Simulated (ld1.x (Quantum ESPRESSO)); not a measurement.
**N (Z = 7), TM semilocal: configuration errors across variants**

N, norm-conserving Troullier–Martins (semilocal form), made with ld1.x (Quantum ESPRESSO) 7.5 (PW91, scalar-relativistic). Core [He], reference 2s2 2p2.5 (charge +0.5). Waves: 2s (bound): rc 0.95 bohr; 2p (bound): rc 1.85 bohr. Local part: the p channel. Core correction: Bessel-smoothed model core inside 0.70 bohr.

All-electron excitation energies from the reference (eV): (1) 2s2 2p3 -5.131; (2) 2s2 2p2 8.541; (3) 2s2 2p1 37.495; (4) 2s1 2p3 20.292; (5) 2s2 2p3.3 -6.770; (6) 2s2 2p0 84.685; (7) 2s1 2p4 6.352.

In the semilocal form every listed channel keeps its own potential, so the choice of the local channel does not act on these tests. It acts once the file is put into the separable form.

A semilocal file is local in each channel, so a ghost entry of none says nothing of the separable form that plane-wave codes build from it.

3 further variants failed, have other tests or another functional or relativity, and are left out.

Errors AE − PS in meV (a dash: test not solved or not reliable):

| change | (1) | (2) | (3) | (4) | (5) | (6) | (7) | bound ghosts |
| --- | --- | --- | --- | --- | --- | --- | --- | --- |
| base | +0.1 | +6.6 | +187 | -38 | -2.6 | +1049 | +27 | none |
| local potential the s channel | +0.1 | +6.6 | +187 | -38 | -2.6 | +1049 | +27 | none |
| all radii but the core radius scaled by about 0.86 (s 0.82, p 1.58 bohr) | +0.1 | +3.1 | +102 | -14 | -1.3 | +620 | +19 | none |
| wave 2s (bound): rc 0.95 bohr becomes 2s (bound): rc 1.10 bohr | +0.3 | +7.2 | +196 | -39 | -2.0 | +1091 | +29 | none |
| wave 2p (bound): rc 1.85 bohr becomes 2p (bound): rc 1.72 bohr | 0.0 | +5.2 | +153 | -29 | -2.1 | +883 | +24 | none |
| core correction Bessel-smoothed model core inside 1.14 bohr | +0.1 | +6.6 | +187 | -35 | -2.6 | +1053 | +31 | none |
| form changed from semilocal to separable (Kleinman–Bylander), still TM | -1.2 | +4.6 | +164 | -40 | -5.2 | +981 | +26 | none |
| core correction none | +0.1 | +6.6 | +187 | -36 | -2.6 | +1059 | +29 | none |
| wave 2p (bound): rc 1.85 bohr becomes 2p (bound): rc 2.04 bohr | +0.4 | +11 | +277 | -63 | -3.4 | +1471 | +35 | none |

(1) Give the same row for: wave 2s (bound): rc 0.95 bohr becomes 2s (bound): rc 1.44 bohr.

Results:

(1) +1.7, +9.9, +236, -47, +0.6, +1256, +37; bound ghosts: none.
